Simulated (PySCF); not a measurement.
H₄F₂GeOSi, SMILES F[SiH](F)[O][GeH3] (CAM-B3LYP/def2-SVP optimised geometry):

```
9

Si    -1.764    -0.391     0.000
F     -2.331     1.113     0.000
F     -2.314    -1.052     1.361
O     -0.150    -0.391     0.000
Ge     1.247    -0.048     1.061
H     -2.304    -1.113    -1.156
H      0.807     0.966     2.124
H      2.331     0.520     0.143
H      1.669    -1.379     1.691
```

Computed with CAM-B3LYP/def2-TZVP (PySCF).

Task: What are the frontier orbital energies and the dipole moment?

Result: HOMO-2 -11.99 eV, HOMO-1 -10.93 eV, HOMO -10.78 eV, LUMO 0.81 eV, LUMO+1 1.59 eV; dipole moment 2.24 D.

On the same geometry PBE/def2-TZVP run with PySCF gives HOMO-2 -8.95 eV, HOMO-1 -8.03 eV, HOMO -7.83 eV, LUMO -1.08 eV, LUMO+1 -0.22 eV; dipole moment 2.13 D.

Meta-Löwdin charges at CAM-B3LYP/def2-TZVP: Si1 1.49, F2 -0.50, F3 -0.51, O4 -0.82, Ge5 0.66, H6 -0.13, H7 -0.07, H8 -0.06, H9 -0.06.
